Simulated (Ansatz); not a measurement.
Reaction (redistribution): `F[Si]1(F)CO1` + `C#[C][AlH][OH]` → `O[Si]1(F)CO1` + `C#[C][AlH][F]`

Program: Ansatz. Geometries: PBE0-D4/def2-TZVP. ΔE: electronic, gas phase. CCSD(T)/CBS is the MP2 limit (def2-TZVPP, def2-QZVPP) plus CCSD(T) − MP2 in def2-TZVPP, frozen cores. Functionals use def2-TZVPP. B3LYP here is the variant with VWN-RPA as its local correlation; programs differ in this. HSE06 is defined as in plane-wave codes. One conformer a species, not always the lowest.

```json
{"level": "LDA (SPW92)", "ΔE (kJ/mol)": "-16.3", "difference from CCSD(T)/CBS": "2.0"}
{"level": "revPBE-D4", "ΔE (kJ/mol)": "-17.7", "difference from CCSD(T)/CBS": "0.6"}
{"level": "BLYP-D4", "ΔE (kJ/mol)": "-16.4", "difference from CCSD(T)/CBS": "1.9"}
{"level": "r2SCAN-D4", "ΔE (kJ/mol)": "-16.4", "difference from CCSD(T)/CBS": "1.9"}
{"level": "B97M-V", "ΔE (kJ/mol)": "-16.3", "difference from CCSD(T)/CBS": "2.0"}
{"level": "PBE0-D4", "ΔE (kJ/mol)": "-18.1", "difference from CCSD(T)/CBS": "0.2"}
{"level": "r2SCANh-D4", "ΔE (kJ/mol)": "-16.9", "difference from CCSD(T)/CBS": "1.4"}
{"level": "r2SCAN0-D4", "ΔE (kJ/mol)": "-17.7", "difference from CCSD(T)/CBS": "0.6"}
{"level": "HSE06-D4", "ΔE (kJ/mol)": "-18.0", "difference from CCSD(T)/CBS": "0.3"}
{"level": "BHLYP-D4", "ΔE (kJ/mol)": "-18.5", "difference from CCSD(T)/CBS": "-0.2"}
{"level": "CAM-B3LYP-D4", "ΔE (kJ/mol)": "-17.6", "difference from CCSD(T)/CBS": "0.7"}
{"level": "ωB97X-V", "ΔE (kJ/mol)": "-17.6", "difference from CCSD(T)/CBS": "0.7"}
{"level": "ωB97M-V", "ΔE (kJ/mol)": "-17.2", "difference from CCSD(T)/CBS": "1.1"}
{"level": "B2PLYP", "ΔE (kJ/mol)": "-16.9", "difference from CCSD(T)/CBS": "1.4"}
{"level": "PBE-QIDH", "ΔE (kJ/mol)": "-18.3", "difference from CCSD(T)/CBS": "0.0"}
{"level": "PBE", "ΔE (kJ/mol)": "-16.2", "difference from CCSD(T)/CBS": "2.1"}
{"level": "revPBE", "ΔE (kJ/mol)": "-16.1", "difference from CCSD(T)/CBS": "2.2"}
{"level": "BLYP", "ΔE (kJ/mol)": "-15.4", "difference from CCSD(T)/CBS": "2.9"}
{"level": "r2SCAN", "ΔE (kJ/mol)": "-16.3", "difference from CCSD(T)/CBS": "2.0"}
{"level": "PBE0", "ΔE (kJ/mol)": "-17.7", "difference from CCSD(T)/CBS": "0.6"}
{"level": "B3LYP", "ΔE (kJ/mol)": "-16.7", "difference from CCSD(T)/CBS": "1.6"}
{"level": "r2SCAN0", "ΔE (kJ/mol)": "-17.6", "difference from CCSD(T)/CBS": "0.7"}
{"level": "HSE06", "ΔE (kJ/mol)": "-17.6", "difference from CCSD(T)/CBS": "0.7"}
{"level": "BHLYP", "ΔE (kJ/mol)": "-18.1", "difference from CCSD(T)/CBS": "0.2"}
{"level": "CAM-B3LYP", "ΔE (kJ/mol)": "-17.3", "difference from CCSD(T)/CBS": "1.0"}
{"level": "LC-ωPBE", "ΔE (kJ/mol)": "-18.9", "difference from CCSD(T)/CBS": "-0.6"}
{"level": "RPA@PBE/def2-TZVPP", "ΔE (kJ/mol)": "-16.0", "difference from CCSD(T)/CBS": "2.3"}
{"level": "HF/def2-SVP", "ΔE (kJ/mol)": "-26.1", "difference from CCSD(T)/CBS": "-7.8"}
{"level": "MP2/def2-SVP", "ΔE (kJ/mol)": "-22.3", "difference from CCSD(T)/CBS": "-4.0"}
{"level": "CCSD/def2-SVP", "ΔE (kJ/mol)": "-22.5", "difference from CCSD(T)/CBS": "-4.2"}
{"level": "CCSD(T)/def2-SVP", "ΔE (kJ/mol)": "-21.9", "difference from CCSD(T)/CBS": "-3.6"}
{"level": "HF/def2-TZVPP", "ΔE (kJ/mol)": "-18.4", "difference from CCSD(T)/CBS": "-0.1"}
{"level": "MP2/def2-TZVPP", "ΔE (kJ/mol)": "-17.3", "difference from CCSD(T)/CBS": "1.0"}
{"level": "SCS-MP2/def2-TZVPP", "ΔE (kJ/mol)": "-16.9", "difference from CCSD(T)/CBS": "1.4"}
{"level": "CCSD(T)/def2-TZVPP", "ΔE (kJ/mol)": "-16.9", "difference from CCSD(T)/CBS": "1.4"}
{"level": "HF/def2-QZVPP", "ΔE (kJ/mol)": "-18.9", "difference from CCSD(T)/CBS": "-0.6"}
{"level": "MP2/def2-QZVPP", "ΔE (kJ/mol)": "-18.3", "difference from CCSD(T)/CBS": "0.0"}
{"level": "SCS-MP2/def2-QZVPP", "ΔE (kJ/mol)": "-17.8", "difference from CCSD(T)/CBS": "0.5"}
{"level": "MP2/CBS(def2)", "ΔE (kJ/mol)": "-18.7", "difference from CCSD(T)/CBS": "-0.4"}
{"level": "CCSD/CBS(def2)", "ΔE (kJ/mol)": "-18.6", "difference from CCSD(T)/CBS": "-0.3"}
{"level": "CCSD(T)/CBS", "ΔE (kJ/mol)": "-18.3", "difference from CCSD(T)/CBS": "0"}
```

Question: What do rigid-rotor, harmonic-oscillator terms from PBE0-D4/def2-TZVP frequencies (298.15 K, 1 bar) make of the CCSD(T)/CBS value? (Estimate.)

Answer: The calculation gave: ΔZPE = +0.2 kJ/mol, ΔH = -18.0 kJ/mol, ΔS = 1 J/(mol·K), ΔG = -18.2 kJ/mol.

Largest T1 diagnostic among the species: 0.014.

At CCSD(T), def2-SVP lies −3.6 kJ/mol from the extrapolated value and def2-TZVPP +1.4 kJ/mol. Leaving LDA and LC-ωPBE aside and taking each functional with its dispersion term where it has one, the values spread over 2.2 kJ/mol, from BHLYP-D4 to B97M-V.
